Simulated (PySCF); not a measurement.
A structure optimised at PBE0-D3(BJ)/def2-SVPD, used in a PySCF frequency run:

```xyz
6

O      1.3029    -0.8241     0.0000
S     -0.1409     0.0563     0.0000
O      0.3645     1.4529     0.0000
O     -0.8159    -0.3626    -1.2401
O     -0.8159    -0.3626     1.2401
H      1.9701    -0.1289     0.0000
```
Charge -1, spin multiplicity 1.

**Question.** Write its SMILES, formula and point group.

**Answer.** O=S(=O)([O-])O, HO4S, Cs

**Question.** What are its rotational constants (standard atomic weights)?

**Answer.** 5.1485, 4.8567, 4.8448 GHz
